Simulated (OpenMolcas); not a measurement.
Cr4+ in a point-charge field

Cr4+ among 8 point charges of -0.8 e arranged as a cube (Oh), 1.94 Å from the ion.

```yaml
Program: OpenMolcas 26.06
Method: "SS-CASPT2, IPEA 0.25 Eh, imaginary shift 0.1 Eh (closed shells correlated: 3s 3p)"
Basis: ANO-RCC-VDZP [5s4p2d1f]
Scalar_Hamiltonian: DKH2, point nucleus
Active_space: 2 electrons in 5 orbitals (3d)
State_averaging: 2S+1 = 3 even, 10 roots; 2S+1 = 1 even, 15 roots
Spin-orbit_coupling: RASSI with atomic mean-field integrals over the reference wave functions
```

The lowest spin-free states (labels of O, the rotations of Oh), above the lowest:

```csv
State,Degeneracy,E (cm-1),Free-ion L (%)
3A2,1,0,F (100)
3T2,3,960,F (100)
3T1,3,2300,F (100)
1E,2,13550,D (98)
1T2,3,14410,D (99)
3T1,3,17290,P (100)
1A1,1,23030,G (100)
1T1,3,23790,G (100)
1E,2,24070,G (98)
1T2,3,24550,G (99)
1A1,1,54280,S (100)
```

The lowest levels with spin-orbit coupling:

```tsv
E (cm-1)	Degeneracy	Label	2S+1
0	3	T2	3
1000	2	E	3
1020	1	A2	3
1200	3	T1	3
1220	3	T2	3
2370	3	T2	3
2520	2	E	3
2850	3	T1	3
3040	1	A1	3
13750	2	E	1
14580	3	T2	1
17170	1	A1	3
17350	3	T1	3
17750	2	E	3
17770	3	T2	3
23270	1	A1	1
24020	3	T1	1
24310	2	E	1
24790	3	T2	1
54530	1	A1	1
```

Powder χT (cm3 K/mol): 0.136 at 2 K, 0.148 at 10 K, 0.207 at 50 K, 0.28 at 100 K, 0.428 at 200 K, 0.579 at 300 K. The effective moment at 300 K is 2.828 √(χT) = 2.15 μB.

The lowest level has 2S+1 = 3, for which the spin-only value is χT = S(S+1) / 2 = 1.000 cm3 K/mol (g = 2). The computed 0.579 at 300 K differs by -0.421, through orbital momentum, spin-orbit coupling and any other state in reach.

Roots that are degenerate in the reference are averaged as groups; the widest CASPT2 spread within a group is 650 cm-1 (the 3-fold group of multiplicity 1 near 23800 cm-1 above the lowest state of its run). Shifts and gaps below about the spread of the groups concerned are not significant. The ground term spreads over less than 5000 cm-1, several times less than with real ligands, so orbital moments are less quenched and χT lies further from the spin-only value than at real sites. Free-ion shares, where given, are those of the reference states; single-state CASPT2 does not remix them. Point charges carry no covalency, so the field is a model and not that of real ligands. No measured value stands beside these numbers.
